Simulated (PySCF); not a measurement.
Ligand exchange on a metal centre used in film growth or etching (Hf F-H). Gas-phase values, no solvent.

All values below come from TPSSh-D3(BJ)/def2-TZVP // PBE-D3(BJ)/def2-SVP (PySCF 2.14.0). All candidates: neutral, multiplicity 1. 

```json
{
  "LUMO": "-2.35 eV",
  "dipole_moment": "0.54 D",
  "HOMO": "-7.96 eV"
}
```

### Question
Say which member has these values.
A. [Hf(F)3(H)]
B. [Hf(F)(H)3]
C. [Hf(F)4]
D. [Hf(F)2(H)2]

### Answer
B, [Hf(F)(H)3]. The others give [Hf(F)4]: -1.21 eV, 0.00 D, -11.01 eV; [Hf(F)3(H)]: -1.76 eV, 0.20 D, -8.59 eV; [Hf(F)2(H)2]: -2.38 eV, 0.16 D, -8.08 eV
